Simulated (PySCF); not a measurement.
C₆H₁₀O₂.
Bonds: C1–C2, C2–C3, C2–C4 (double), C4–C5, C4–C6, C6–O7 (double), C6–O8. Hydrogens: H9, H10, H11 on C1; H12, H13, H14 on C3; H15, H16, H17 on C5; H18 on O8.

The same species was optimised twice, with GFN2-xTB and with PBE0-D3(BJ)/def2-SVP (PySCF), and the same property calculations (PySCF, gas phase) were run on both structures.

```
     coordinate  GFN2-xTB  PBE0-D3(BJ)/def2-SVP  change
      C4–C6 (Å)     1.470                 1.485  +0.015
      C2=C4 (Å)     1.349                 1.360  +0.011
      C2–C3 (Å)     1.491                 1.495  +0.004
      C1–C2 (Å)     1.499                 1.503  +0.004
      C6–O8 (Å)     1.351                 1.348  -0.003
      C4–C5 (Å)     1.505                 1.507  +0.002
      C6=O7 (Å)     1.211                 1.211   0.000
   C5–C4–C6 (°)     116.9                 118.1    +1.2
   C1–C2–C4 (°)     119.7                 118.7    -1.0
   C2–C4–C6 (°)     122.8                 122.0    -0.8
   C3–C2–C4 (°)     125.6                 126.5    +0.9
   C4–C6–O8 (°)     113.2                 112.5    -0.7
   C4–C6–O7 (°)     127.2                 127.8    +0.6
   C2–C4–C5 (°)     120.3                 120.0    -0.3
   C1–C2–C3 (°)     114.7                 114.8    +0.1
C2–C4–C6–O7 (°)        13                     4      -9
```

Rotational constants: A = 3082, B = 1666, C = 1111 MHz (GFN2-xTB) against A = 3050, B = 1659, C = 1097 MHz (PBE0-D3(BJ)/def2-SVP).

On the GFN2-xTB structure: lowest singlet, TDDFT (eV) 5.00 [wB97X-D/def2-SVPD]; lowest triplet, Tamm–Dancoff (eV) 3.55 [wB97X-D/def2-SVPD]; isotropic polarisability (au) 81.5 [wB97X-D/def2-SVPD]; HOMO (eV) -8.94 [wB97X-D/def2-SVPD]; LUMO (eV) 0.68 [wB97X-D/def2-SVPD]; dipole (D) 1.99 [wB97X-D/def2-SVPD]; HOMO (eV) -7.11 [PBE0/pcSseg-1]; LUMO (eV) -0.98 [PBE0/pcSseg-1]; dipole (D) 1.92 [PBE0/pcSseg-1]; GIAO shielding of C1 (ppm) 160.1 [PBE0/pcSseg-1]; GIAO shielding of C2 (ppm) 18.9 [PBE0/pcSseg-1]; GIAO shielding of C3 (ppm) 161.1 [PBE0/pcSseg-1]; GIAO shielding of C4 (ppm) 61.8 [PBE0/pcSseg-1]; GIAO shielding of C5 (ppm) 169.5 [PBE0/pcSseg-1]; GIAO shielding of C6 (ppm) 14.3 [PBE0/pcSseg-1]; GIAO shielding of O7 (ppm) -81.6 [PBE0/pcSseg-1]; GIAO shielding of O8 (ppm) 118.2 [PBE0/pcSseg-1].

Q: What do these properties become on the PBE0-D3(BJ)/def2-SVP structure?

A: 
| property | level | on GFN2-xTB | on PBE0-D3(BJ)/def2-SVP | change |
| --- | --- | --- | --- | --- |
| lowest singlet, TDDFT (eV) | wB97X-D/def2-SVPD | 5.00 | 5.04 | +0.04 |
| lowest triplet, Tamm–Dancoff (eV) | wB97X-D/def2-SVPD | 3.55 | 3.48 | -0.07 |
| isotropic polarisability (au) | wB97X-D/def2-SVPD | 81.5 | 82.8 | +1.3 |
| HOMO (eV) | wB97X-D/def2-SVPD | -8.94 | -8.93 | +0.01 |
| LUMO (eV) | wB97X-D/def2-SVPD | 0.68 | 0.63 | -0.05 |
| dipole (D) | wB97X-D/def2-SVPD | 1.99 | 2.00 | +0.01 |
| energy, GFN2-xTB geometry as zero (kcal/mol) | wB97X-D/def2-SVPD | 0.0 | -0.9 | -0.9 |
| HOMO (eV) | PBE0/pcSseg-1 | -7.11 | -7.10 | +0.01 |
| LUMO (eV) | PBE0/pcSseg-1 | -0.98 | -1.03 | -0.05 |
| dipole (D) | PBE0/pcSseg-1 | 1.92 | 1.93 | +0.01 |
| energy, GFN2-xTB geometry as zero (kcal/mol) | PBE0/pcSseg-1 | 0.0 | -0.7 | -0.7 |
| GIAO shielding of C1 (ppm) | PBE0/pcSseg-1 | 160.1 | 157.6 | -2.5 |
| GIAO shielding of C2 (ppm) | PBE0/pcSseg-1 | 18.9 | 16.2 | -2.7 |
| GIAO shielding of C3 (ppm) | PBE0/pcSseg-1 | 161.1 | 159.3 | -1.8 |
| GIAO shielding of C4 (ppm) | PBE0/pcSseg-1 | 61.8 | 59.3 | -2.5 |
| GIAO shielding of C5 (ppm) | PBE0/pcSseg-1 | 169.5 | 167.6 | -1.9 |
| GIAO shielding of C6 (ppm) | PBE0/pcSseg-1 | 14.3 | 14.3 | 0.0 |
| GIAO shielding of O7 (ppm) | PBE0/pcSseg-1 | -81.6 | -69.5 | +12.1 |
| GIAO shielding of O8 (ppm) | PBE0/pcSseg-1 | 118.2 | 114.4 | -3.8 |

The heavy atoms differ by 0.079 Å rms after alignment. Among bonds between heavy atoms C4–C6 changes most (+0.015 Å). Changes are differences of the printed values. Neither structure is proved a minimum here.

The values belong to the conformer `[CH3:1][C:2]([CH3:3])=[C:4]([CH3:5])[C:6](=[O:7])[OH:8]`: C2–C4–C6–O7 4°, H–O8–C6–C4 179°.

Note: wB97X-D ran without an empirical dispersion term, which enters the total energy and its gradient alone.
